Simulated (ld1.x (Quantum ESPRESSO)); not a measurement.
**promethium (Pm): one change to a TM semilocal potential, before and after**

* Element: promethium
* Generator: ld1.x (Quantum ESPRESSO) 7.5
* Type: norm-conserving Troullier–Martins (semilocal form)
* Functional: PBE
* Relativity: scalar-relativistic
* Frozen core: [Kr] 4d10 5s2
* Valence charge: 13
* Reference configuration: 4f5 5p6 5d0 6s2 6p0
* Partial waves: 6s (bound): rc 3.35 bohr; 5d (bound, empty): rc 2.65 bohr; 4f (bound): rc 1.30 bohr; 5p (bound): rc 2.30 bohr
* Local potential: the p channel
* Core correction: Bessel-smoothed model core, default radius (core density twice the valence density)

All-electron outer shells of the reference configuration (PBE, scalar-relativistic, ld1.x):

```
shell  level (eV)  outermost node (bohr)  outermost maximum (bohr)
   4d     -122.76                   0.29                      0.60
   5s      -41.87                   0.70                      1.29
   5p      -22.67                   0.75                      1.46
   6s       -3.54                   1.74                      3.72
   4f       -2.15                      –                      0.64
   5d       -1.80                   0.86                      2.20
   6p       -1.22                   2.10                      5.02
```

Change: wave 6s (bound): rc 3.35 bohr becomes 6s (bound): rc 2.78 bohr.

Cutoffs: the cutoffs (Ry, on a coarse ladder) from which the occupation-weighted sum of valence levels, in a spherical-Bessel basis at the reference potential, stays within 10 and 1 mRy of its value at 400 Ry; they do not see the model core or the augmentation charge, which bear on the density cutoff. Errors are all-electron minus pseudo energies relative to the spin-unpolarised reference configuration.

**Question.** How do hardness, ghosts and transferability respond?

**Answer.** The potential gets neither clearly harder nor softer (200 Ry and 300 Ry → 200 Ry and 300 Ry); the f channel sets the loose cutoff, while the largest relative change is in s, which becomes harder; of the 6 tests that both files solve, the error grows in 1 and shrinks in 3 by more than 15 % and 0.3 meV (median size 40.9 → 8.7 meV); neither file shows a bound ghost at the reference potential, the only one tested. A semilocal file is local in each channel, so a ghost entry of none says nothing of the separable form that plane-wave codes build from it.

```tsv
quantity	base	changed
cutoff, loose	200 Ry	200 Ry
cutoff, tight	300 Ry	300 Ry
loose cutoff by channel (10 mRy a level)	s 6 Ry, f 180 Ry, p 10 Ry	s 8 Ry, f 180 Ry, p 10 Ry
bound ghosts	none	none
tests counted (converged, no solver errors)	6 of 7	6 of 7
error for 4f5 5p6 5d0 6s1 6p0, meV [ΔE 5.87 eV]	-2.1	+2.0
error for 4f5 5p6 5d0 6s0 6p0, meV [ΔE 16.81 eV]	-19	-13
error for 4f4 5p6 5d0 6s0 6p0, meV [ΔE 40.01 eV]	+152	+4.2
error for 4f4 5p6 5d1 6s1 6p0, meV [ΔE 8.79 eV]	-63	+21
error for 4f5 5p5 5d0 6s2 6p0, meV [ΔE 27.51 eV]	-66	+86
error for 4f5 5p6 5d0 6s1.5 6p0, meV [ΔE 2.34 eV]	-0.6	+0.4
```

Base: Tests not counted: 4f5 5p6 5d0 6s1 6p1 (solver errors, printed error -12.5 eV). These tests converged, but a pseudo level misses the all-electron one widely, so the file describes the atom poorly there or has found another state: 4f5 5p6 5d0 6s0 6p0: empty 6p by 6.8 eV; 4f4 5p6 5d1 6s1 6p0: empty 6p by 3.9 eV; 4f5 5p5 5d0 6s2 6p0: empty 6p by 4.4 eV. Changed file: Tests not counted: 4f5 5p6 5d0 6s1 6p1 (solver errors, printed error -12.6 eV). These tests converged, but a pseudo level misses the all-electron one widely, so the file describes the atom poorly there or has found another state: 4f5 5p6 5d0 6s0 6p0: empty 6p by 6.8 eV; 4f4 5p6 5d1 6s1 6p0: empty 6p by 3.9 eV; 4f5 5p5 5d0 6s2 6p0: empty 6p by 4.4 eV.
